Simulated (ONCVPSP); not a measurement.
## u(r) = r·R(r): atom against pseudo-atom (palladium (Pd))

Columns: radius, all-electron u(r) and pseudo u(r) of the 4p shell (level -51.36 eV) of palladium in the configuration [Ar] 3d10 4s2 4p6 4d10; LDA (Perdew-Zunger), scalar-relativistic, ONCV scheme, ONCVPSP 4.0.1.

```csv
r (bohr),all-electron,pseudo
0.075,0.3888,0.0144
0.150,-0.0539,0.0576
0.225,-0.5095,0.1297
0.300,-0.5906,0.2295
0.375,-0.3795,0.3533
0.450,-0.0370,0.4940
0.525,0.3188,0.6415
0.600,0.6243,0.7835
0.675,0.8537,0.9078
0.750,1.0052,1.0041
0.825,1.0880,1.0664
0.900,1.1156,1.0925
0.975,1.1018,1.0851
1.050,1.0593,1.0498
1.125,0.9981,0.9939
1.200,0.9262,0.9248
1.275,0.8493,0.8490
1.350,0.7716,0.7715
1.425,0.6957,0.6957
1.500,0.6236,0.6235
1.575,0.5562,0.5562
1.650,0.4941,0.4941
1.725,0.4375,0.4374
1.800,0.3863,0.3862
1.875,0.3403,0.3402
1.950,0.2991,0.2991
```

How many radial nodes do the two functions have?

The all-electron 4p function has n − l − 1 = 2; the pseudo-wave has 0, since the states of the same l below it are removed with the core.

At about which radius was the pseudo-wave matched?

1.50 bohr. The columns agree to 0.0005 from 1.27 bohr on; several derivatives are matched, so the curves merge somewhat inside the radius.

Where does each function peak?

Outermost all-electron maximum near 0.90 bohr, pseudo maximum near 0.90 bohr (to the table’s step).

Is the pseudo-wave norm-conserving?

Yes: the ONCV scheme keeps the norm inside the radius equal to the all-electron one, which fixes the energy derivative of the logarithmic derivative at the level.
